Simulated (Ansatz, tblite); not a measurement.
Cost and result up the ladder for Ge(NMeEt)Cl3 (C₃H₈Cl₃GeN) (16 atoms). The state is a singlet with charge 0. Geometry: PBE-D4/def2-SVP.

```xyz
16

Ge    0.803    1.745   -0.339
N     0.044    0.124   -0.671
C    -1.366    0.077   -1.039
C     0.584   -1.053    0.015
C     0.027   -1.321    1.417
H    -1.549   -0.823   -1.667
H    -2.063    0.034   -0.170
H    -1.629    0.965   -1.646
H     0.394   -1.931   -0.645
H     1.688   -0.942    0.061
H     0.498   -2.226    1.852
H     0.228   -0.468    2.097
H    -1.068   -1.492    1.402
Cl    0.308    2.639    1.589
Cl    0.150    3.141   -1.852
Cl    2.951    1.531   -0.406
```

Ansatz on 4 threads of Intel Xeon on a shared host; xTB runs through tblite on one thread. Times are rough, summed over both states, and most runs start from the orbitals of an earlier one. PBE0-D4/def2-TZVP serves as the yardstick here, not as an exact answer. The other state is a doublet.

The xTB rows come from tblite.

Raw xTB energies of ions are shifted by several eV.

| level | functions | wall time | vertical IE (eV) | difference from PBE0-D4/def2-TZVP (eV) |
| --- | --- | --- | --- | --- |
| GFN2-xTB | 60 | 0.098 s | 13.32 | 4.48 |
| GFN1-xTB | 68 | 0.11 s | 13.41 | 4.58 |
| PBE-D4/def2-TZVP | 331 | 31 s | 8.67 | -0.16 |
| PBE0-D4/def2-TZVP | 331 | 68 s | 8.83 | 0.00 |
